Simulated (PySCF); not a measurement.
GaI$_{3}$ (SMILES [I][Ga]([I])[I]), singlet, at a GFN2-xTB geometry (such geometries of metal compounds can be far from the true shape) (core potentials on I), with bond 3-1 at 1.6 times its length; DF-SVWN5/def2-SV(P) run with PySCF.

Here is a job for PySCF.
```python
from pyscf import gto, scf, dft

mol = gto.Mole()
mol.atom = '''
    Ga    0.000000    0.000000   -0.000000
    I    -2.059714   -1.430075   -0.046663
    I     0.025077    3.543831   -1.882101
    I     2.044041   -0.784819    1.222976
'''
mol.basis = 'def2-sv(p)'
mol.ecp = {'I': 'def2-sv(p)'}
mol.charge = 0
mol.spin = 0
mol.verbose = 4
mol.build()

mf = dft.RKS(mol)
mf.xc = 'lda,vwn'
mf.diis_space = 20
mf = mf.density_fit(auxbasis='def2-universal-jkfit')
mf.kernel()
mf.analyze()
```

What the program printed (banner, timings and long lists left out):

```
PySCF version 2.14.0

[INPUT] verbose = 4
[INPUT] num. atoms = 4
[INPUT] num. electrons = 106
[INPUT] charge = 0
[INPUT] spin (= nelec alpha-beta = 2S) = 0
[INPUT] symmetry False subgroup None
[INPUT] Mole.unit = angstrom
[INPUT] Symbol           X                Y                Z      unit          X                Y                Z       unit  Magmom
[...]
nuclear repulsion = 621.505248094671
number of shells = 42
number of NR pGTOs = 257
number of NR cGTOs = 110
basis = def2-sv(p)
ecp = {'I': 'def2-sv(p)'}

******** <class 'pyscf.df.df_jk.DFRKS'> ********
method = DFRKS
initial guess = minao
damping factor = 0
level_shift factor = 0
DIIS = <class 'pyscf.scf.diis.CDIIS'>
diis_start_cycle = 1
diis_space = 20
diis_damp = 0
SCF conv_tol = 1e-09
SCF conv_tol_grad = None
SCF max_cycles = 50
direct_scf = False
XC library pyscf.dft.libxc version 7.1.2
    S. Lehtola, C. Steigemann, M. J. T. Oliveira, and M. A. L. Marques,  SoftwareX 7, 1–5 (2018)
XC functionals = lda,vwn
    P. A. M. Dirac,  Math. Proc. Cambridge Philos. Soc. 26, 376 (1930)
    F. Bloch,  Z. Phys. 57, 545 (1929)
    S. H. Vosko, L. Wilk, and M. Nusair,  Can. J. Phys. 58, 1200 (1980)
radial grids:
    Treutler-Ahlrichs [JCP 102, 346 (1995); DOI:10.1063/1.469408] (M4) radial grids

becke partition: Becke, JCP 88, 2547 (1988); DOI:10.1063/1.454033
pruning grids: <function nwchem_prune>
grids dens level: 3
symmetrized grids: False
atomic radii adjust function: <function treutler_atomic_radii_adjust>
small_rho_cutoff = 0
Set gradient conv threshold to 3.16228e-05
Initial guess from minao.
tot grids = 86784
init E= -2719.76975711323
[...]
cycle= 1 E= -2808.14299146658  delta_E= -88.4  |g|= 5.78  |ddm|= 15.3
[...]
cycle= 2 E= -2797.35881591582  delta_E= 10.8  |g|= 7.17  |ddm|= 22.8
[...]
cycle= 3 E= -2804.20082147914  delta_E= -6.84  |g|= 5.09  |ddm|= 26.4
[...]
cycle= 4 E= -2813.18497733923  delta_E= -8.98  |g|= 1.47  |ddm|= 17.7
[...]
cycle= 5 E= -2806.78654056741  delta_E=  6.4  |g|= 2.41  |ddm|= 6.16
[...]
cycle= 6 E= -2812.94676189475  delta_E= -6.16  |g|= 1.11  |ddm|= 5.79
[...]
cycle= 7 E= -2810.98746169682  delta_E= 1.96  |g|= 1.67  |ddm|= 4.33
[...]
cycle= 8 E= -2813.25120975454  delta_E= -2.26  |g|= 0.55  |ddm|= 3.62
[...]
cycle= 9 E= -2813.44435470422  delta_E= -0.193  |g|= 0.322  |ddm|= 2.76
[...]
cycle= 10 E= -2813.53836542262  delta_E= -0.094  |g|= 0.0715  |ddm|= 1.03
[...]
cycle= 11 E= -2813.539070024  delta_E= -0.000705  |g|= 0.0606  |ddm|= 0.138
[...]
cycle= 12 E= -2813.54115466355  delta_E= -0.00208  |g|= 0.0221  |ddm|= 0.105
[...]
cycle= 13 E= -2813.54065255581  delta_E= 0.000502  |g|= 0.0323  |ddm|= 0.0507
[...]
cycle= 14 E= -2813.54097264414  delta_E= -0.00032  |g|= 0.02  |ddm|= 0.233
[...]
cycle= 15 E= -2813.54073141513  delta_E= 0.000241  |g|= 0.017  |ddm|= 0.554
[...]
cycle= 16 E= -2813.5412393419  delta_E= -0.000508  |g|= 0.0117  |ddm|= 0.395
[...]
cycle= 17 E= -2813.54127635954  delta_E= -3.7e-05  |g|= 0.0104  |ddm|= 0.325
[...]
cycle= 18 E= -2813.54142753369  delta_E= -0.000151  |g|= 0.00647  |ddm|= 0.158
[...]
cycle= 19 E= -2813.54144781073  delta_E= -2.03e-05  |g|= 0.00416  |ddm|= 0.0216

WARN: HOMO -0.213758726264154 == LUMO -0.212806117468031

cycle= 20 E= -2813.5414595052  delta_E= -1.17e-05  |g|= 0.000744  |ddm|= 0.0152

WARN: HOMO -0.213531534737619 == LUMO -0.212872056003747

cycle= 21 E= -2813.54145921678  delta_E= 2.88e-07  |g|= 0.000874  |ddm|= 0.0262

WARN: HOMO -0.213609868307608 == LUMO -0.212839846099054

cycle= 22 E= -2813.54146025891  delta_E= -1.04e-06  |g|= 0.000326  |ddm|= 0.0203

WARN: HOMO -0.213588736286642 == LUMO -0.212840812377819

cycle= 23 E= -2813.54146048019  delta_E= -2.21e-07  |g|= 0.000245  |ddm|= 0.00788

WARN: HOMO -0.213607194849991 == LUMO -0.212835540832432

cycle= 24 E= -2813.54146052648  delta_E= -4.63e-08  |g|= 3.77e-05  |ddm|= 0.00196

WARN: HOMO -0.213606932794938 == LUMO -0.21283537911122

cycle= 25 E= -2813.54146052964  delta_E= -3.16e-09  |g|= 1.16e-05  |ddm|= 0.000621

WARN: HOMO -0.21360760307837 == LUMO -0.212834922572512

cycle= 26 E= -2813.54146052979  delta_E= -1.46e-10  |g|= 7.39e-07  |ddm|= 0.000125

WARN: HOMO -0.213607990801106 == LUMO -0.212834907223391

Extra cycle  E= -2813.5414605297  delta_E= 8.32e-11  |g|= 7.98e-06  |ddm|= 0.000111
converged SCF energy = -2813.5414605297
**** SCF Summaries ****
Total Energy =                       -2813.541460529702817
Nuclear Repulsion Energy =             621.505248094671060
One-electron Energy =                -5475.803550752639239
Two-electron Energy =                 2040.756842128265362
Two-electron Coulomb Energy =         2178.112249382339087
DFT Exchange-Correlation Energy =     -137.355407254073640
HOMO-LUMO gap [eV] =                     0.021036675658923
**** MO energy ****
[...]
Dipole moment(X, Y, Z, Debye): -0.02896, -4.09334,  2.17399
```
